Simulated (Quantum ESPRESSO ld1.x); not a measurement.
Values are calculated unless marked as measured or tabulated.
Species: Nb2+. Configuration: [Kr] 4d(up 1.5, down 1.5) (fractional occupations, a model configuration).

Code: ld1.x of Quantum ESPRESSO 7.5. Model: scalar-relativistic Kohn-Sham, LDA (Slater exchange, Perdew-Zunger correlation), spin-polarised, spherical densities, point nucleus.

Energy parts (eV):
part                      energy
total                 -103805.07
kinetic                106850.96
electron-nucleus      -249518.30
Hartree                 41966.37
exchange-correlation    -3104.10

Orbitals (lengths in bohr, moments of r in powers of bohr; r(max) is where P^2 peaks; r(90%) holds 90 % of the orbital's charge):
\begin{tabular}{lrrrrr}
orbital & occ. & eigenvalue (eV) & r(90%) & <r^4> & r(max) \\ \hline
1s & 2 & -18799.7 & 0.0647 & 8.017e-06 & 0.02352 \\
2s & 2 & -2645.59 & 0.244 & 0.001499 & 0.1334 \\
2p & 6 & -2366.02 & 0.225 & 0.001073 & 0.1065 \\
3s & 2 & -455.637 & 0.657 & 0.07942 & 0.3961 \\
3p & 6 & -364.263 & 0.676 & 0.08836 & 0.3895 \\
3d & 10 & -214.385 & 0.695 & 0.1005 & 0.3338 \\
4s & 2 & -76.0132 & 1.68 & 3.462 & 1.028 \\
4p & 6 & -52.0149 & 1.92 & 5.797 & 1.119 \\
4d & 3 & -19.3247 & 2.92 & 31.07 & 1.450 \\
\end{tabular}

The highest occupied level is 4d at -19.325 eV. The density falls to 0.001 e/bohr^3 at r = 3.65 bohr.
